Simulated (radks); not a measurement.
Coulomb parameter of the 4f shell of the promethium ion Pm3+ in the model configuration [Xe] 4f3 5d1, as a second difference U = [E(n + 0.5) + E(n - 0.5) - 2 E(n)] / (0.5)^2 with all orbitals relaxed. "Bare": the charge of the atom changes with n. "Screened": the 5d shell takes up the change at fixed total charge, which measures U(4f,4f) + U(5d,5d) - 2 U(4f,5d). Calculated with a radial shooting solver on a logarithmic mesh with Libxc functionals: Dirac Kohn-Sham, PBE, spin-unpolarised, spherical densities, finite nucleus; open shells are shared between the two j in proportion to 2j + 1; Fermi nuclear charge, rms radius 4.962 fm.

| case | configuration | E - E(n) (eV) |
|---|---|---|
| start | [Xe] 4f3 5d1 | 0.000 |
| bare +0.5 | [Xe] 4f3.5 5d1 | -16.909 |
| bare -0.5 | [Xe] 4f2.5 5d1 | 21.662 |
| screened +0.5 | [Xe] 4f3.5 5d0.5 | -5.523 |
| screened -0.5 | [Xe] 4f2.5 5d1.5 | 6.877 |

U(bare) = 19.011 eV, U(screened by 5d) = 5.417 eV.
